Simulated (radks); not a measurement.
The numbers below are computed, except where a source is named.
Charge is removed step by step from the 1s level of the aluminium ion Al2+, starting from [Ne] 3s1. Level of theory: scalar-relativistic Kohn-Sham, BLYP, spin-unpolarised, spherical densities, finite nucleus; Fermi nuclear charge, rms radius 3.061 fm (a radial shooting solver on a logarithmic mesh with Libxc functionals).

removed (e)	E - E(0) (eV)	eigenvalue (eV)	E minus straight line (eV)
0	0.000	-1533.5	0.000
0.1	154.06	-1548.0	-6.563
0.2	309.58	-1562.5	-11.675
0.3	466.55	-1577.1	-15.333
0.4	624.98	-1591.7	-17.532
0.5	784.87	-1606.3	-18.270
0.6	946.22	-1620.9	-17.545
0.7	1109.0	-1635.6	-15.356
0.8	1273.3	-1650.2	-11.701
0.9	1439.1	-1664.9	-6.582
1	1606.3	-1679.5	0.000

Removing the whole electron costs 1606.3 eV by Delta-SCF, against 1533.5 eV from minus the eigenvalue at the starting occupation. Slater's transition state (half an electron removed) gives 1606.3 eV. Integrating minus the eigenvalue over the occupation (Janak's theorem) gives 1606.4 eV. In this scalar-relativistic scheme the density is built from large components alone, so the theorem holds only approximately. The mean slope of the eigenvalue, de/dn, is 146 eV per electron.
